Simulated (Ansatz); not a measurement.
Input file for Ansatz (a first-principles code): R-B3LYP/def2-TZVPP on H2O (SMILES O).

Ansatz 0.2 input:
```yaml
crystal:
  periodic: [false, false, false]
  atoms:
    - {symbol: O, position_ang: [-0.00000000, 0.00000000, 0.38961139]}
    - {symbol: H, position_ang: [0.00000000, 0.76498632, -0.19485569]}
    - {symbol: H, position_ang: [0.00000000, -0.76498632, -0.19485569]}
basis:
  gaussian:
    orbitals: def2-TZVPP
hamiltonian:
  xc: {name: B3LYP}
scf: {lower_state_search: off}
```

Program output:

```
WARN ansatz: RAYON_NUM_THREADS=4 ignored (pool sized by the plan → 4); use --threads N
Functional definition: B3LYP
these checks for a lower state are left out or cut short: stability, starts, cluster_reference, orbital_swaps, neighbouring_geometries, increment
integrals: 0.00 GiB planned
269 factors; their error is unknown
mean field: 0.10 GiB planned
mean field evaluation 1: about -2076.1976 eV, gradient 5.4e1 eV
mean field evaluation 2: about -2068.1386 eV, gradient 8.6e1 eV
mean field evaluation 4: about -2080.7587 eV, gradient 2.7e-1 eV
mean field evaluation 8: about -2080.7637 eV, gradient 1.1e-3 eV
mean field -2080.76373119 eV, -76.4666567288 hartree, gradient 6.2e-7 eV, S^2 0.000000; 0 other end points of the search recorded, 0 dependent functions left out
reference -2080.76386994 eV, -76.4666618280 hartree; 5, 5 occupied and 54, 54 virtual orbitals, 269 factors
Total energy: -2080.76386994 eV, -76.4666618280 hartree
Checks for a lower state left out: stability, starts, cluster_reference, orbital_swaps, neighbouring_geometries, increment
```

The calculation finished and met its thresholds.

Cost: around 0.4 core-seconds (rough).
